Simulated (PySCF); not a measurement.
# How methods differ on the ionisation energy of Rh²⁺

Rh²⁺ [Kr] 4d7 (4F) → Rh³⁺ [Kr] 4d6 (5D), as a difference of total energies. All numbers are calculated (PySCF 2.14, scalar relativity by spin-free X2C-1e, in ANO-RCC-VTZP). Correlated levels: valence: [Kr] frozen; valence and next inner shell: [Ar] 3d10 frozen. The calculations carry no spin-orbit coupling.

```tsv
method	ionisation energy (eV)
UHF	29.351
LDA	31.475
PBE	31.224
PBE0	31.059
r2SCAN	30.996
r2SCAN0	30.920
BP86	31.368
wB97X-V	31.096
MP2 (valence)	30.669
SCS-MP2 (valence)	30.821
MP2 (valence and next inner shell)	30.659
SCS-MP2 (valence and next inner shell)	30.648
```

A first-order spin-orbit estimate (lowest level to lowest level, LS coupling) adds 0.069 eV.

Errors of the correlated levels include the incompleteness of this basis and the frozen core.

Which method comes closest to the reference value, and which is furthest?

The reference is 31.06 eV (semi-empirical (NIST evaluation); NIST Atomic Spectra Database, ionization energies). Closest: r2SCAN (error 0.005 eV); furthest: UHF (error -1.640 eV), both after the spin-orbit estimate.
